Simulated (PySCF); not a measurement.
Gas-phase XPS of `C=CP(C=C)C(C)(C)C`, computed

C8H15P.
Atom-mapped SMILES: `[CH2:1]=[CH:2][P:3]([CH:4]=[CH2:5])[C:6]([CH3:7])([CH3:8])[CH3:9]`

Level of theory: PySCF 2.14.0, delta-SCF UKS SCAN, pcX-2 on the ionised atom, pcseg-1 elsewhere, spin-free X2C. These are vertical core ionisation energies against the vacuum level, from separate self-consistent calculations with and without the core hole.

Task: Give the core binding energies atom by atom.

Result: 
| atom(s) | bonded to | level | binding energy (eV) | 2p1/2 (eV) | above the level's lowest (eV) | count |
| --- | --- | --- | --- | --- | --- | --- |
| P3 | 3 C | P 1s | 2149.24 | – | 0.00 | 1 |
| C7/C8/C9 | C and 3 H | C 1s | 290.32 | – | +0.64 | 3 |
| C6 | 3 C and P | C 1s | 290.23 | – | +0.55 | 1 |
| C2/C4 | C (double bond), H and P | C 1s | 290.00 | – | +0.32 | 2 |
| C1/C5 | C (double bond) and 2 H | C 1s | 289.68 | – | 0.00 | 2 |
| P3 | 3 C | P 2p3/2 | 135.61 | 136.50 | 0.00 | 1 |

Lowest listed C 1s: C1/C5, bonded to C (double bond) and 2 H. Highest, 0.64 eV above it: C7/C8/C9, bonded to C and 3 H. The widest gap between neighbouring values is 0.32 eV, between 289.68 and 290.00 eV.

Task: Which photon energy gives electrons from P 2p3/2 of P3 a kinetic energy of 50 eV, and what is their de Broglie wavelength?

Result: hν = 135.61 + 50 = 185.61 eV, recoil neglected; λ = 12.264 Å/√(E/eV) = 1.73 Å.

One atom of each set of topologically equivalent atoms was ionised and stands for the set; in this conformer not all members are related by symmetry, and their own values weren't computed. The unrestricted hole states depart most from a pure doublet (⟨S²⟩ = 0.75; over 0.85 named) for C 1s of C2/C4 (0.85), which makes this value less certain. 2p3/2 and 2p1/2 are the ΔSCF energy of one spin-free 2p hole plus the eigenvalues of a spin–orbit and ligand-field matrix of the shell. 2p1/2 minus 2p3/2 (ligand field included): P 0.89 eV. The structure is a single PBE0-D3(BJ)/def2-SVP conformer in the gas phase; no vibrational or solvent corrections.

Conformer computed: `[CH2:1]=[CH:2][P:3]([CH:4]=[CH2:5])[C:6]([CH3:7])([CH3:8])[CH3:9]`: C1–C2–P3–C4 25°, C2–P3–C4–C5 -142°, C2–P3–C6–C7 69°.
